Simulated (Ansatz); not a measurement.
Consider the formal hydrolysis of a Ge–N bond: `[F][Ge][N]([SiH3])[SiH3]` + H₂O → `[OH][Ge][F]` + `[SiH3]N[SiH3]`.

Gas-phase electronic energies from Ansatz, PBE0-D4/def2-TZVP geometries. CCSD(T)/CBS adds triple-zeta CCSD(T) − MP2 to the extrapolated MP2 energy (def2 sets, frozen cores). This one scheme is used for every species. DFT in def2-TZVPP. B3LYP here is the variant with VWN-RPA as its local correlation; programs differ in this. For Ge outer-core shells are correlated without core-valence functions, which leaves a few kJ/mol of doubt a bond. Scalar relativity is left out up to krypton. One conformer a species, not always the lowest.

`[F][Ge][N]([SiH3])[SiH3]`:

Z-matrix (Å, degrees):
```
Si
N 1 1.740
H 1 1.490 2 107.0
H 1 1.486 2 111.4 3 -119.3
H 1 1.486 2 111.4 3 119.3
Ge 2 1.842 1 119.4 3 -0.0
Si 2 1.755 1 119.7 3 -180.0
F 6 1.772 2 94.4 1 -179.9
H 7 1.482 2 111.6 1 117.9
H 7 1.482 2 111.6 1 -118.3
H 7 1.490 2 106.0 1 -0.2
```

H₂O:

```xyz
3

O    -0.205    0.035    0.329
H    -0.419   -0.500   -0.438
H     0.624    0.465    0.109
```

`[OH][Ge][F]`:

Z-matrix (Å, degrees):
```
O
Ge 1 1.771
H 1 0.964 2 113.8
F 2 1.767 1 97.0 3 0.0
```

`[SiH3]N[SiH3]`:

```xyz
10

Si    1.412   -0.087   -0.660
N     0.132   -0.430    0.446
Si   -1.456    0.243    0.509
H     1.009    1.103   -1.450
H     1.680   -1.218   -1.592
H     2.681    0.194    0.066
H     0.320   -1.164    1.114
H    -1.489    1.389   -0.433
H    -1.782    0.708    1.884
H    -2.507   -0.737    0.116
```

```tsv
level	ΔE (kJ/mol)	difference from CCSD(T)/CBS
revPBE-D4	-12.8	-4.3
BLYP-D4	-18.1	-9.6
B97M-V	-23.3	-14.8
PBE0-D4	-14.3	-5.8
B3LYP-D4	-17.7	-9.2
r2SCAN0-D4	-16.4	-7.9
BHLYP-D4	-15.1	-6.6
ωB97X-V	-22.4	-13.9
PBE	-24.8	-16.3
r2SCAN0	-19.2	-10.7
CAM-B3LYP	-33.2	-24.7
HF/def2-SVP	-25.4	-16.9
CCSD(T)/def2-SVP	-11.6	-3.1
MP2/def2-TZVPP	-8.3	0.2
MP2/def2-QZVPP	-7.2	1.3
MP2/CBS(def2)	-6.3	2.2
CCSD(T)/CBS	-8.5	0
```

Q: What do rigid-rotor, harmonic-oscillator terms from PBE0-D4/def2-TZVP frequencies (298.15 K, 1 bar) make of the CCSD(T)/CBS value? (Estimate.)

A: The calculation gave: ΔZPE = +2.7 kJ/mol, ΔH = -8.9 kJ/mol, ΔS = 41 J/(mol·K), ΔG = -21.0 kJ/mol. Modes under 50 cm⁻¹ make the entropy rough.

Largest T1 diagnostic among the species: 0.015.

At CCSD(T), def2-SVP lies −3.1 kJ/mol from the extrapolated value and def2-TZVPP −2.0 kJ/mol. Leaving LDA and LC-ωPBE aside and taking each functional with its dispersion term where it has one, the values, not all of them listed here, spread over 11.7 kJ/mol, from CAM-B3LYP-D4 to revPBE-D4. LDA lies +8.5 kJ/mol from PBE without D4.
